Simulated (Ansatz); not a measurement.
`C[SiH2][Te]C`, charge 0, multiplicity 1.

Q: Give a relaxed structure at PBE0-D4/def2-TZVP (the Gaussian-basis code of Ansatz). (Best estimate.)

A: Ansatz gave: 
Z-matrix (Å, degrees):
```
C
Si 1 1.870
H 1 1.092 2 110.8
H 1 1.094 2 110.4 3 119.6
H 1 1.091 2 110.6 3 -120.0
Te 2 2.489 1 112.8 3 60.2
H 2 1.489 1 109.6 3 -61.5
H 2 1.487 1 111.2 3 178.0
C 6 2.152 2 94.3 1 -64.2
H 9 1.087 6 110.0 2 65.9
H 9 1.088 6 106.7 2 -175.1
H 9 1.088 6 109.6 2 -56.4
```
This is one stationary point; other conformers may exist.
